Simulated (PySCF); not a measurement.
Species: C3H7Si, charge 0, multiplicity 2. It need not be the lowest isomer of its formula. 
Structure (B3LYP-D3(BJ)/def2-TZVP (Ansatz) minimum search):
```
C
H 1 1.0884
C 1 1.3895 2 116.54
C 3 1.3772 1 125.04 2 0.00
H 4 1.0811 3 121.48 1 180.00
H 4 1.0830 5 117.54 3 -180.00
H 3 1.0875 4 117.18 5 0.00
Si 1 1.8511 2 118.85 3 -180.00
H 8 1.4825 1 109.26 2 180.00
H 8 1.4850 9 109.12 7 -121.62
H 8 1.4850 9 109.12 10 -116.77
```
Charge 0, spin multiplicity 2.

Dispersion corrections to the total energy (kcal/mol) from the dftd3 and dftd4 libraries through PySCF: D3(BJ) without and D4 with the three-body term, each with the damping fitted for the functional named.

```
functional  D3(BJ)      D4
----------  ------  ------
B2GP-PLYP    -3.28       ?
PBE          -4.99       ?
revPBE      -12.64  -15.15
PBE0             ?   -3.92
B3LYP        -8.72   -7.49
BLYP        -10.67  -10.39
BP86         -7.97   -6.19
```

### Question
Complete the blanks.

### Answer

- B2GP-PLYP, D4: -1.96
- PBE, D4: -4.66
- PBE0, D3(BJ): -4.32
